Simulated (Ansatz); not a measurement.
Cost and result for the atomization energy of CH6F2GeSi, SMILES `[CH3][GeH]([F])[SiH2]F` (11 atoms, 10 bonds).

Z-matrix (Å, degrees):
```
C
Ge 1 1.942
H 1 1.091 2 109.5
H 1 1.092 2 110.2 3 119.9
H 1 1.090 2 109.9 3 -120.1
F 2 1.755 1 105.9 3 56.3
Si 2 2.395 1 114.8 3 172.8
H 2 1.544 1 112.1 3 -57.5
F 7 1.606 2 108.7 1 -36.6
H 7 1.483 2 111.7 1 -156.1
H 7 1.487 2 110.6 1 81.4
```

Charge 0, multiplicity 1. Correlated methods include outer-core shells of Ge, which these sets cover unevenly. Scalar relativity is left out up to krypton. The geometry is a stationary point of PBE0-D4/def2-TZVP. It is one conformer, not always the lowest. Program: Ansatz. Hardware: A = 2 threads of an AMD EPYC 7R13 on a shared host; B = 2 threads of an AMD EPYC 7R13 on a shared host and a share of an NVIDIA H100 80 GB. Times are those of one run each, without the atoms' runs, and a repeat can differ threefold. Electronic energies, without spin–orbit coupling; frozen cores. CCSD(T)/CBS adds CCSD(T) − MP2 in def2-TZVPP to the MP2 limit, and its time is that of the two runs behind it. T1 = 0.012. With those shells the extrapolation isn't a true limit. B3LYP takes the VWN-RPA correlation (the form of Gaussian; ORCA's B3LYP/G).

CCSD(T)/CBS is a level of theory with its own doubt, some kJ/mol a heavy atom from the limit and from the frozen cores, so smaller differences don't rank the functionals.

```csv
level,functions,wall time,atomization (kJ/mol),difference from CCSD(T)/CBS,per bond
PBE-D4/def2-TZVPP (with forces) [A],267,3.9 s,3810.9,-2.6,-0.3
MP2/def2-QZVPP [B],510,4.4 s,3825.3,11.8,1.2
PBE0-D4/def2-TZVPP [A],267,5.5 s,3758.0,-55.5,-5.5
CCSD(T)/def2-TZVPP [B],267,7 s,3723.5,-90.0,-9.0
r2SCAN-D4/def2-TZVPP (with forces) [A],267,7.5 s,3801.4,-12.1,-1.2
B3LYP-D4/def2-TZVPP (with forces) [A],267,8 s,3775.6,-37.9,-3.8
B2PLYP/def2-TZVPP [A],267,9.5 s,3750.6,-62.9,-6.3
CCSD(T)/CBS(def2),–,11 s,3813.5,0.0,0.0
ωB97X-V/def2-TZVPP [A],267,12 s,3816.7,3.2,0.3
ωB97M-V/def2-TZVPP (with forces) [A],267,18 s,3786.5,-27.0,-2.7
```

The D4 term adds +34.6 kJ/mol with B3LYP and +18.3 kJ/mol with PBE0; it sums over pairs of atoms, weighted by their polarisabilities, and B3LYP, whose exchange is more repulsive, gets the larger term. In def2-TZVPP, CCSD(T) changes the Hartree–Fock value by +884.1 kJ/mol (the triples alone add +45.8 kJ/mol) and MP2 by +931.7 kJ/mol; breaking electron pairs costs correlation energy, which Hartree–Fock lacks. From PBE to PBE0 (25 % exact exchange), in def2-TZVPP and without D4, the atomization energy moves by −49.8 kJ/mol: exact exchange takes away binding that semilocal exchange gives to molecules.
